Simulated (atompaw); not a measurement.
# What one change does to a pseudopotential (antimony (Sb), PAW (atompaw))

atompaw 4.2.0.5 input, output lines left out:

```
Sb 51
GGA-PBE scalarrelativistic loggrid 1500 logderivrange -5 5 251
5 5 4 0 0 0
5 0 1.5
5 1 3.5
0 0 0
c
c
c
c
v
c
c
c
v
c
v
2
2.45 2.30 2.05 1.55
y
0.25
n
y
0.85
n
y
-0.9
n
custom rrkj vanderbiltortho besselshape
3 0 ultrasoft
2.45
2.45
2.45
2.45
2.45
2.45
```

All-electron outer shells of the reference configuration (PBE, scalar-relativistic, ld1.x):

| shell | level (eV) | outermost node (bohr) | outermost maximum (bohr) |
| --- | --- | --- | --- |
| 4s | -149.58 | 0.39 | 0.73 |
| 4p | -102.53 | 0.39 | 0.76 |
| 4d | -34.22 | 0.38 | 0.84 |
| 5s | -13.24 | 0.95 | 1.88 |
| 5p | -5.12 | 1.04 | 2.32 |

Change: local potential troulliermartins scheme with l = 3 at 0 Ry, radius 2.05 bohr.

Cutoffs: the cutoffs (Ry, on a coarse ladder) from which the occupation-weighted sum of valence levels, in a spherical-Bessel basis at the reference potential, stays within 10 and 1 mRy of its value at 400 Ry; they do not see the model core or the augmentation charge, which bear on the density cutoff.

Task: What does the change do?

Result: The potential gets neither clearly harder nor softer (18 Ry and 30 Ry → 18 Ry and 30 Ry); a bound ghost appears in s, which as a rule spoils a file. A state that the projectors do not describe sees the local part alone, so a deeper or shallower local part can create or remove a ghost.

```tsv
quantity	base	changed
cutoff, loose	18 Ry	18 Ry
cutoff, tight	30 Ry	30 Ry
bound ghosts	none	s
s: phases at 2.45 bohr within 0.05 rad from the reference energy up to (Ry; the scan ends near 5)	4.3	3.8
p: phases at 2.45 bohr within 0.05 rad from the reference energy up to (Ry; the scan ends near 5)	4.1	to the end of the scan
d: phases at 2.45 bohr within 0.05 rad from the reference energy up to (Ry; the scan ends near 5)	0.6	0.8
lowest overlap eigenvalue by channel	s 0.29, p 0.51, d 0.81	s 0.19, p 0.39, d 0.81
```

 A true bound ghost makes a file unfit for plane-wave use even where its test errors are small: the radial tests pick states by their node count and pass the ghost by. The cutoffs see the waves, projectors and local potential, not the compensation charge or the core.
